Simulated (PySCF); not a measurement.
## ZrH3, doublet: structure and spectrum

All numbers come from PySCF, UPBE0, basis Zr def2-TZVP with ECP28, H def2-TZVP (scalar-relativistic core potentials, no spin–orbit coupling, density fitting).

The structure is a minimum.

Z-matrix (Å, degrees; charge 0 multiplicity 2):
```
Zr
H  1 1.8563
H  1 1.8563 2 116.85
H  1 1.8563 2 116.85 3 -145.47
```

```
Point group                                                                   : C3v
Bond lengths                                                                  : Zr–H 1.856 Å (×3)
Bond angles                                                                   : H–Zr–H 116.9° (×3)
Dipole moment                                                                 : 1.42 D
Zero-point energy                                                             : 39.4 kJ/mol
Principal polarisabilities                                                    : 55.0, 55.1, 73.6 bohr³
Rotational constants                                                          : 3.141, 3.141, 1.672 cm⁻¹
Heat capacity Cp at 298.15 K                                                  : 48.5 J/(mol K)
Spin squared ⟨S²⟩                                                             : 0.753
Lowest empty level (α)                                                        : -2.29 eV
Entropy at 298.15 K and 1 bar (electronic part: spin only)                    : 243.9 J/(mol K)
Atomisation energy without zero-point energy                                  : 867 kJ/mol
Highest occupied level (α)                                                    : -5.53 eV
Rotational symmetry number                                                    : 3
Enthalpy at 298.15 K above 0 K                                                : 11.82 kJ/mol
Principal quadrupole moments (Buckingham, traceless) about the centre of mass : -2.77, -2.77, 5.54 D Å
```

Harmonic modes (masses in u: Zr 89.905, H 1.008):
```
symmetry  ω (cm⁻¹)  IR (km/mol, summed over degenerate members)  μ (u)     type
      a1       266                                          220   1.04     bend
       e       669                                          150   1.02     bend
       e      1648                                         1223   1.03  stretch
      a1      1679                                         41.4   1.01  stretch
```

In C3v the vibrations span 2a1 + 2e.

Charges (e):
```csv
atom,Mulliken,Löwdin,polar tensor,spin (Mulliken),Mayer order to Zr1
Zr1,0.56,0.42,1.19,1.08,–
"H2,3,4",-0.19,-0.14,-0.40,-0.03,0.96
```

Mulliken populations on Zr1 (electrons outside its core potential): s 2.83, p 6.38, d 2.20, f 0.02.

Outer orbital energies (eV). α occupied: -8.91, -8.06, -8.06, -5.53; empty: -2.29, -2.29, -1.55, -1.55. β occupied: -8.86, -8.02, -8.02; empty: -1.89, -1.89, -1.72, -1.37.

Formally Zr is in oxidation state +3, d1, with 1 unpaired electron. The Mulliken spin on Zr is 1.08. The polar-tensor charge on Zr, 1.19, is far below the formal one.

Other isomers or separated fragments may lie lower. Other spin states or occupations of the open shell can lie lower.

The final relaxation and frequency run took 22 s on 2 threads of a shared Arm Neoverse N1 host, with 58 basis functions and 8 gradients; the process peaked at 0.79 GiB. Launch command: `OMP_NUM_THREADS=2 python axn.py task.json out`.
